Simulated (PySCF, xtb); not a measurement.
H₂Se₂Zn, SMILES [SeH][Zn][SeH]. Other conformers were not sampled.

Harmonic wavenumbers (cm⁻¹) from GFN2-xTB run with xtb at its own minimum, in rising order: 43, 109, 112, 155, 237, 454, 485, 2111, 2123.

What does B3LYP-D3(BJ)/def2-SVP in PySCF give at its own minimum? (Estimate from the structure and the level; the computed values follow.)

70, 70, 124, 191, 355, 569, 569, 2394, 2394. Paired by order, the mean absolute difference is 109 cm⁻¹ and the zero-point energies are 8.3 and 9.6 kcal/mol.
